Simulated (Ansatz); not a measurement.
Geometry optimisation, RKS B3LYP/def2-SVP in Ansatz.

input.yaml

```yaml
crystal:
  periodic: [false, false, false]
  atoms:
    - { symbol: Si, position_ang: [-0.484901, -0.202937, -0.434208] }
    - { symbol: Cl, position_ang: [-0.011804, 1.057242, 2.624808] }
    - { symbol: H, position_ang: [0.889928, -0.481797, 0.030399] }
    - { symbol: "N", position_ang: [-0.743857, 1.466074, -0.673041] }
    - { symbol: H, position_ang: [-1.414128, 1.807814, -1.352103] }
    - { symbol: H, position_ang: [-0.568753, 2.134837, 0.070636] }
    - { symbol: H, position_ang: [-0.792882, -0.871485, -1.726024] }
    - { symbol: F, position_ang: [-1.463675, -0.897116, 0.657802] }
    - { symbol: H, position_ang: [-0.938329, 0.116869, 2.439229] }
basis:
  gaussian: { orbitals: def2-SVP }
hamiltonian:
  xc: b3lyp
relax:
  f_tol: 0.03
  max_steps: 50
```

Command:

```bash
$ ansatz run input.yaml --threads 2 --pin off --max-ram 3072MiB --backend cpu --events-out ev --progress --plain --runs-dir out
```

Problem. Where does it end, and by what steps?

Solution. The run converged. The force dipped under the threshold on the way, but the program's further checks kept it going. After 10 steps the energy has fallen by 0.122 eV; Cl2 moved furthest, 0.59 Å.

```json
{"step": "0", "energy less start (eV)": "0.0000", "largest force component (eV/Å)": "1.005", "accepted": "yes"}
{"step": "1", "energy less start (eV)": "-0.0588", "largest force component (eV/Å)": "0.707", "accepted": "yes"}
{"step": "2", "energy less start (eV)": "-0.0794", "largest force component (eV/Å)": "0.621", "accepted": "yes"}
{"step": "3", "energy less start (eV)": "-0.0648", "largest force component (eV/Å)": "1.047", "accepted": "no"}
{"step": "4", "energy less start (eV)": "-0.1081", "largest force component (eV/Å)": "0.135", "accepted": "yes"}
{"step": "5", "energy less start (eV)": "-0.1170", "largest force component (eV/Å)": "0.111", "accepted": "yes"}
{"step": "6", "energy less start (eV)": "-0.1209", "largest force component (eV/Å)": "0.039", "accepted": "yes"}
{"step": "7", "energy less start (eV)": "-0.1218", "largest force component (eV/Å)": "0.018", "accepted": "yes"}
{"step": "8", "energy less start (eV)": "-0.1220", "largest force component (eV/Å)": "0.036", "accepted": "yes"}
{"step": "9", "energy less start (eV)": "-0.1221", "largest force component (eV/Å)": "0.037", "accepted": "yes"}
{"step": "10", "energy less start (eV)": "-0.1222", "largest force component (eV/Å)": "0.006", "accepted": "yes"}
```

```xyz
9
Properties=species:S:1:pos:R:3
Si -0.429 -0.247 -0.556
Cl -0.451 1.214 2.987
H 1.004 -0.551 -0.338
N -0.670 1.438 -0.693
H -1.522 1.808 -1.103
H -0.297 2.068 0.013
H -1.015 -0.912 -1.743
F -1.204 -0.905 0.754
H -0.944 0.217 2.315
```

Whether the end is a true minimum wasn't checked by a vibrational analysis.

Time of the run: 22 s on 2 threads of Arm Neoverse V2 (shared host), peak memory 0.17 GiB.
